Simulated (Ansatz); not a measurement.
Input file for CH$_{5}$F$_{2}$MoNO$_{2}$, SMILES `C[N]=[Mo]([OH])([OH])([F])[F]`:

```yaml
crystal:
  periodic: [false, false, false]
  atoms:
    - {symbol: C, position_ang: [0.430795, -0.806160, 1.857404]}
    - {symbol: N, position_ang: [0.197532, -0.453620, 0.508156]}
    - {symbol: Mo, position_ang: [-0.015954, 0.304672, -0.984133]}
    - {symbol: O, position_ang: [-1.026492, -0.809197, -2.091730]}
    - {symbol: O, position_ang: [0.634650, 2.084113, -1.002463]}
    - {symbol: F, position_ang: [-1.638326, 1.201219, -0.538330]}
    - {symbol: F, position_ang: [1.570546, -0.115726, -1.859914]}
    - {symbol: H, position_ang: [0.477440, -1.893930, 1.960811]}
    - {symbol: H, position_ang: [1.373222, -0.373873, 2.205924]}
    - {symbol: H, position_ang: [-0.385029, -0.425736, 2.480743]}
    - {symbol: H, position_ang: [-1.568721, -1.539847, -1.785379]}
    - {symbol: H, position_ang: [0.027335, 2.772785, -0.716988]}
basis:
  gaussian: {orbitals: def2-SVP}
correlation: {method: ccsd_t}
```

```sh
$ ansatz run in.yaml --threads 4 --pin off --events-out ev --progress --plain --max-ram 11315MiB
```

Output of Ansatz, abridged:

```
Functional definition: HF
1386 factors; integrals over basis functions are off by at most 1.5e-3 eV
mean field evaluation 1: about -13894.8227 eV, gradient 7.7e1 eV
mean field evaluation 2: about -13895.0903 eV, gradient 7.7e1 eV
mean field evaluation 4: about -13906.0001 eV, gradient 1.5e1 eV
mean field evaluation 8: about -13906.5114 eV, gradient 1.3e0 eV
mean field evaluation 16: about -13906.5197 eV, gradient 1.6e-5 eV
mean field -13906.51970924 eV, -511.0551731368 hartree, gradient 1.6e-6 eV, S^2 0.000000; 0 other end points of the search recorded, 0 dependent functions left out; unrestricted orbitals would lower it
6 core orbitals not correlated: weight in the atoms' cores, before any rotation towards them, 1.000 or more for the frozen orbitals, at most 0.000 for the correlated occupied ones
reference -13906.51970924 eV, -511.0551731368 hartree; 27, 27 occupied and 107, 107 virtual orbitals, 1386 factors
second order -41.31214417 eV of doubles, -0.00000000 eV of singles
cycle   1  -37.94746384 eV  change     3.4e0 eV  update   3.0e-1
cycle   2  -39.78678197 eV  change    -1.8e0 eV  update   1.9e-1
cycle   3  -40.19934153 eV  change   -4.1e-1 eV  update   4.2e-2
cycle   4  -40.23976381 eV  change   -4.0e-2 eV  update   1.9e-2
cycle   5  -40.22125440 eV  change    1.9e-2 eV  update   6.3e-3
cycle   6  -40.22178875 eV  change   -5.3e-4 eV  update   3.4e-3
cycle   7  -40.22151581 eV  change    2.7e-4 eV  update   2.0e-3
cycle   8  -40.22100121 eV  change    5.1e-4 eV  update   9.7e-4
cycle   9  -40.22074636 eV  change    2.5e-4 eV  update   5.3e-4
cycle  10  -40.22163894 eV  change   -8.9e-4 eV  update   2.6e-4
cycle  11  -40.22112273 eV  change    5.2e-4 eV  update   1.3e-4
cycle  12  -40.22101423 eV  change    1.1e-4 eV  update   7.2e-5
cycle  13  -40.22117526 eV  change   -1.6e-4 eV  update   3.2e-5
cycle  14  -40.22110725 eV  change    6.8e-5 eV  update   1.8e-5
cycle  15  -40.22114664 eV  change   -3.9e-5 eV  update   1.1e-5
perturbative correction -1.68281955 eV, -0.0618424777 hartree
Total energy: -13948.42367542 eV, -512.5951154905 hartree
```

It took 68 s on 4 threads of an Arm Neoverse V1 on a shared host, with 1.4 GiB of host memory at the peak.

Correlation energy per correlated electron: -0.776 eV. T1 diagnostic: 0.0211.
